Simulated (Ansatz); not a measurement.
Ansatz (an electronic-structure program) job for C₂H₁₁NSi₃, SMILES [SiH3][C@@H]1[SiH2]CN1[SiH3], PBE-D3(BJ)/def2-SVP. 

Ansatz 0.2 input:
```yaml
crystal:
  periodic: [false, false, false]
  atoms:
    - {symbol: Si, position_ang: [-1.64674422, -1.26077085, 0.73828934]}
    - {symbol: C, position_ang: [-0.52755244, 0.26434518, 0.52001925]}
    - {symbol: Si, position_ang: [-0.98155034, 1.58900784, -0.79098499]}
    - {symbol: C, position_ang: [0.73576003, 0.92378431, -1.29469049]}
    - {symbol: N, position_ang: [0.73157344, -0.02961490, -0.18711620]}
    - {symbol: Si, position_ang: [2.12939878, -0.76426266, 0.46062246]}
    - {symbol: H, position_ang: [-1.07478095, -2.21413430, 1.69001249]}
    - {symbol: H, position_ang: [-2.93202374, -0.78343267, 1.26256757]}
    - {symbol: H, position_ang: [-1.84652696, -1.90962187, -0.55734670]}
    - {symbol: H, position_ang: [-0.33335624, 0.70499394, 1.50635436]}
    - {symbol: H, position_ang: [-2.08872049, 1.29294153, -1.69914649]}
    - {symbol: H, position_ang: [-1.03035190, 2.98344257, -0.34542516]}
    - {symbol: H, position_ang: [1.56013171, 1.63985520, -1.23370449]}
    - {symbol: H, position_ang: [0.81755376, 0.41401186, -2.25837904]}
    - {symbol: H, position_ang: [1.65620270, -1.86140684, 1.30297936]}
    - {symbol: H, position_ang: [2.90552172, -1.20948087, -0.69804165]}
    - {symbol: H, position_ang: [2.98063164, 0.12571800, 1.27699502]}
basis:
  gaussian:
    orbitals: def2-SVP
hamiltonian:
  xc: pbe
  dispersion: d3bj
relax: {f_tol: 0.002, max_steps: 200}
```

Program output:

```
WARN ansatz: RAYON_NUM_THREADS=2 ignored (pool sized by the plan → 2); use --threads N
Functional definition: PBE
integrals: 0.12 GiB planned
1714 factors; their error is unknown
mean field: 0.60 GiB planned
mean field evaluation 1: about -27335.7727 eV, gradient 6.7e1 eV
mean field evaluation 2: about -27275.0044 eV, gradient 1.6e2 eV
mean field evaluation 4: about -27346.9465 eV, gradient 1.5e1 eV
mean field evaluation 8: about -27347.4217 eV, gradient 2.5e-1 eV
mean field evaluation 16: about -27347.2883 eV, gradient 3.6e-4 eV
mean field -27347.28827032 eV, -1004.9943072765 hartree, gradient 3.7e-5 eV, S^2 0.000000; 0 other end points of the search recorded, 0 dependent functions left out
the calculation of the forces begins
reference -27347.28831669 eV, -1004.9943089805 hartree; 36, 36 occupied and 115, 115 virtual orbitals, 1714 factors
relax step   1: F+E_penalty+E_count = -27347.78682109 eV  Δ(F+E_penalty+E_count) = +0.000e0 eV  max|allowed force component| = 9.885e-1 eV/Å  Δτ_max = 0.0000 Å  (29 SCF iters, accepted)
these checks for a lower state are left out or cut short: starts, cluster_reference, orbital_swaps, neighbouring_geometries, increment
integrals: 0.12 GiB planned
1714 factors; their error is unknown
mean field: 0.60 GiB planned
mean field -27347.52819287 eV, -1005.0031242674 hartree, gradient 2.1e-5 eV, S^2 0.000000; 0 other end points of the search recorded, 0 dependent functions left out
the calculation of the forces begins
reference -27347.52823980 eV, -1005.0031259923 hartree; 36, 36 occupied and 115, 115 virtual orbitals, 1714 factors
relax step   2: F+E_penalty+E_count = -27348.01931375 eV  Δ(F+E_penalty+E_count) = -2.325e-1 eV  max|allowed force component| = 4.717e-1 eV/Å  Δτ_max = 0.0823 Å  (29 SCF iters, accepted)
these checks for a lower state are left out or cut short: starts, cluster_reference, orbital_swaps, neighbouring_geometries, increment
integrals: 0.11 GiB planned
1714 factors; their error is unknown
mean field: 0.60 GiB planned
mean field evaluation 32: about -27347.5524 eV, gradient 2.0e-5 eV
mean field -27347.55236135 eV, -1005.0040124429 hartree, gradient 2.0e-5 eV, S^2 0.000000; 0 other end points of the search recorded, 0 dependent functions left out
the calculation of the forces begins
reference -27347.55240845 eV, -1005.0040141739 hartree; 36, 36 occupied and 115, 115 virtual orbitals, 1714 factors
relax step   3: F+E_penalty+E_count = -27348.04210122 eV  Δ(F+E_penalty+E_count) = -2.279e-2 eV  max|allowed force component| = 1.662e-1 eV/Å  Δτ_max = 0.0316 Å  (31 SCF iters, accepted)
these checks for a lower state are left out or cut short: starts, cluster_reference, orbital_swaps, neighbouring_geometries, increment
integrals: 0.11 GiB planned
1714 factors; their error is unknown
mean field: 0.60 GiB planned
mean field -27347.55342598 eV, -1005.0040515674 hartree, gradient 1.9e-5 eV, S^2 0.000000; 0 other end points of the search recorded, 0 dependent functions left out
the calculation of the forces begins
reference -27347.55347299 eV, -1005.0040532949 hartree; 36, 36 occupied and 115, 115 virtual orbitals, 1714 factors
relax step   4: F+E_penalty+E_count = -27348.04511126 eV  Δ(F+E_penalty+E_count) = -3.010e-3 eV  max|allowed force component| = 2.082e-1 eV/Å  Δτ_max = 0.1145 Å  (30 SCF iters, accepted)
these checks for a lower state are left out or cut short: starts, cluster_reference, orbital_swaps, neighbouring_geometries, increment
integrals: 0.11 GiB planned
1714 factors; their error is unknown
mean field: 0.60 GiB planned
mean field -27347.55797616 eV, -1005.0042187833 hartree, gradient 2.0e-5 eV, S^2 0.000000; 0 other end points of the search recorded, 0 dependent functions left out
the calculation of the forces begins
reference -27347.55802325 eV, -1005.0042205138 hartree; 36, 36 occupied and 115, 115 virtual orbitals, 1714 factors
relax step   5: F+E_penalty+E_count = -27348.04866332 eV  Δ(F+E_penalty+E_count) = -3.552e-3 eV  max|allowed force component| = 9.914e-2 eV/Å  Δτ_max = 0.0374 Å  (31 SCF iters, accepted)
these checks for a lower state are left out or cut short: starts, cluster_reference, orbital_swaps, neighbouring_geometries, increment
integrals: 0.11 GiB planned
1714 factors; their error is unknown
mean field: 0.60 GiB planned
mean field -27347.55944167 eV, -1005.0042726400 hartree, gradient 2.1e-5 eV, S^2 0.000000; 0 other end points of the search recorded, 0 dependent functions left out
the calculation of the forces begins
reference -27347.55948874 eV, -1005.0042743695 hartree; 36, 36 occupied and 115, 115 virtual orbitals, 1714 factors
[...]
the calculation of the forces begins
reference -27347.56020529 eV, -1005.0043007022 hartree; 36, 36 occupied and 115, 115 virtual orbitals, 1714 factors
relax step  11: F+E_penalty+E_count = -27348.05079644 eV  Δ(F+E_penalty+E_count) = -1.024e-4 eV  max|allowed force component| = 1.165e-2 eV/Å  Δτ_max = 0.0363 Å  (31 SCF iters, accepted)
these checks for a lower state are left out or cut short: starts, cluster_reference, orbital_swaps, neighbouring_geometries, increment
integrals: 0.11 GiB planned
1714 factors; their error is unknown
mean field: 0.60 GiB planned
mean field evaluation 96: about -27347.5604 eV, gradient 2.1e-5 eV
mean field -27347.56037474 eV, -1005.0043069293 hartree, gradient 2.1e-5 eV, S^2 0.000000; 0 other end points of the search recorded, 0 dependent functions left out
the calculation of the forces begins
reference -27347.56042170 eV, -1005.0043086551 hartree; 36, 36 occupied and 115, 115 virtual orbitals, 1714 factors
relax step  12: F+E_penalty+E_count = -27348.05088567 eV  Δ(F+E_penalty+E_count) = -8.923e-5 eV  max|allowed force component| = 1.569e-2 eV/Å  Δτ_max = 0.0258 Å  (31 SCF iters, accepted)
these checks for a lower state are left out or cut short: starts, cluster_reference, orbital_swaps, neighbouring_geometries, increment
integrals: 0.11 GiB planned
1714 factors; their error is unknown
mean field: 0.60 GiB planned
mean field -27347.56059261 eV, -1005.0043149361 hartree, gradient 2.1e-5 eV, S^2 0.000000; 0 other end points of the search recorded, 0 dependent functions left out
the calculation of the forces begins
reference -27347.56063959 eV, -1005.0043166626 hartree; 36, 36 occupied and 115, 115 virtual orbitals, 1714 factors
relax step  13: F+E_penalty+E_count = -27348.05097607 eV  Δ(F+E_penalty+E_count) = -9.040e-5 eV  max|allowed force component| = 1.608e-2 eV/Å  Δτ_max = 0.0377 Å  (31 SCF iters, accepted)
these checks for a lower state are left out or cut short: starts, cluster_reference, orbital_swaps, neighbouring_geometries, increment
integrals: 0.11 GiB planned
1714 factors; their error is unknown
mean field: 0.60 GiB planned
mean field -27347.56064664 eV, -1005.0043169218 hartree, gradient 2.1e-5 eV, S^2 0.000000; 0 other end points of the search recorded, 0 dependent functions left out
the calculation of the forces begins
reference -27347.56069363 eV, -1005.0043186484 hartree; 36, 36 occupied and 115, 115 virtual orbitals, 1714 factors
relax step  14: F+E_penalty+E_count = -27348.05102958 eV  Δ(F+E_penalty+E_count) = -5.351e-5 eV  max|allowed force component| = 1.322e-2 eV/Å  Δτ_max = 0.0219 Å  (31 SCF iters, accepted)
these checks for a lower state are left out or cut short: starts, cluster_reference, orbital_swaps, neighbouring_geometries, increment
integrals: 0.11 GiB planned
1714 factors; their error is unknown
mean field: 0.60 GiB planned
mean field -27347.56060422 eV, -1005.0043153628 hartree, gradient 2.1e-5 eV, S^2 0.000000; 0 other end points of the search recorded, 0 dependent functions left out
the calculation of the forces begins
reference -27347.56065120 eV, -1005.0043170893 hartree; 36, 36 occupied and 115, 115 virtual orbitals, 1714 factors
relax step  15: F+E_penalty+E_count = -27348.05108296 eV  Δ(F+E_penalty+E_count) = -5.338e-5 eV  max|allowed force component| = 8.562e-3 eV/Å  Δτ_max = 0.0157 Å  (32 SCF iters, accepted)
these checks for a lower state are left out or cut short: starts, cluster_reference, orbital_swaps, neighbouring_geometries, increment
integrals: 0.11 GiB planned
1714 factors; their error is unknown
mean field: 0.60 GiB planned
mean field -27347.56058530 eV, -1005.0043146674 hartree, gradient 2.1e-5 eV, S^2 0.000000; 0 other end points of the search recorded, 0 dependent functions left out
the calculation of the forces begins
reference -27347.56063229 eV, -1005.0043163942 hartree; 36, 36 occupied and 115, 115 virtual orbitals, 1714 factors
relax step  16: F+E_penalty+E_count = -27348.05111351 eV  Δ(F+E_penalty+E_count) = -3.055e-5 eV  max|allowed force component| = 4.449e-3 eV/Å  Δτ_max = 0.0206 Å  (31 SCF iters, accepted)
these checks for a lower state are left out or cut short: starts, cluster_reference, orbital_swaps, neighbouring_geometries, increment
integrals: 0.11 GiB planned
1714 factors; their error is unknown
mean field: 0.60 GiB planned
mean field evaluation 128: about -27347.5606 eV, gradient 4.3e-4 eV
mean field -27347.56060212 eV, -1005.0043152856 hartree, gradient 1.9e-5 eV, S^2 0.000000; 0 other end points of the search recorded, 0 dependent functions left out
the calculation of the forces begins
reference -27347.56064911 eV, -1005.0043170125 hartree; 36, 36 occupied and 115, 115 virtual orbitals, 1714 factors
relax step  17: F+E_penalty+E_count = -27348.05111877 eV  Δ(F+E_penalty+E_count) = -5.253e-6 eV  max|allowed force component| = 2.608e-3 eV/Å  Δτ_max = 0.0063 Å  (23 SCF iters, accepted)
these checks for a lower state are left out or cut short: starts, cluster_reference, orbital_swaps, neighbouring_geometries, increment
integrals: 0.11 GiB planned
1714 factors; their error is unknown
mean field: 0.60 GiB planned
mean field -27347.56062061 eV, -1005.0043159651 hartree, gradient 2.5e-5 eV, S^2 0.000000; 0 other end points of the search recorded, 0 dependent functions left out
the calculation of the forces begins
reference -27347.56066761 eV, -1005.0043176922 hartree; 36, 36 occupied and 115, 115 virtual orbitals, 1714 factors
relax step  18: F+E_penalty+E_count = -27348.05112071 eV  Δ(F+E_penalty+E_count) = -1.946e-6 eV  max|allowed force component| = 1.095e-3 eV/Å  Δτ_max = 0.0024 Å  (22 SCF iters, accepted)
integrals: 0.11 GiB planned
1714 factors; their error is unknown
mean field: 0.60 GiB planned
mean field -27347.56062061 eV, -1005.0043159652 hartree, gradient 2.4e-5 eV, S^2 0.000000; 1 other end points of the search recorded, 0 dependent functions left out
the calculation of the forces begins
reference -27347.56066761 eV, -1005.0043176922 hartree; 36, 36 occupied and 115, 115 virtual orbitals, 1714 factors
Total energy: -27348.05116771 eV, -1005.0223432384 hartree
Atom 0 at    -1.665639    -1.195696     0.824622 Å, force     0.000615     0.000483     0.000025 eV/Å
Atom 1 at    -0.519148     0.294180     0.547118 Å, force    -0.000805    -0.000674    -0.001095 eV/Å
Atom 2 at    -0.990297     1.508300    -0.868625 Å, force     0.000136    -0.000133     0.001067 eV/Å
Atom 3 at     0.821758     1.037733    -1.269478 Å, force    -0.000554     0.000520    -0.000797 eV/Å
Atom 4 at     0.730992     0.003066    -0.212089 Å, force    -0.000595    -0.000842     0.000008 eV/Å
Atom 5 at     2.127697    -0.858619     0.408270 Å, force     0.000082     0.000857    -0.000100 eV/Å
Atom 6 at    -1.044886    -2.246902     1.706088 Å, force    -0.000258    -0.000063     0.000200 eV/Å
Atom 7 at    -2.934235    -0.713334     1.482285 Å, force     0.000172    -0.000016     0.000419 eV/Å
Atom 8 at    -2.003075    -1.821598    -0.501284 Å, force     0.000252     0.000229    -0.000062 eV/Å
Atom 9 at    -0.357035     0.846115     1.507249 Å, force    -0.000147    -0.000042     0.000190 eV/Å
Atom 10 at    -2.029713     1.003460    -1.831862 Å, force     0.000381     0.000115     0.000025 eV/Å
Atom 11 at    -1.300635     2.934614    -0.504144 Å, force     0.000140    -0.000115    -0.000439 eV/Å
Atom 12 at     1.554429     1.853841    -1.054724 Å, force     0.000315     0.000212     0.000146 eV/Å
Atom 13 at     1.050458     0.628255    -2.277404 Å, force     0.000265    -0.000018     0.000361 eV/Å
Atom 14 at     1.641914    -2.041804     1.197253 Å, force     0.000054    -0.000221    -0.000155 eV/Å
Atom 15 at     2.953672    -1.299422    -0.769447 Å, force    -0.000071    -0.000344     0.000118 eV/Å
Atom 16 at     3.018911    -0.026813     1.309178 Å, force     0.000018     0.000051     0.000089 eV/Å
Dipole moment:    -0.000831     0.255130    -0.081391 e Å
```

The calculation finished and met its thresholds.

Cost: about 3 core-minutes (a rough figure).
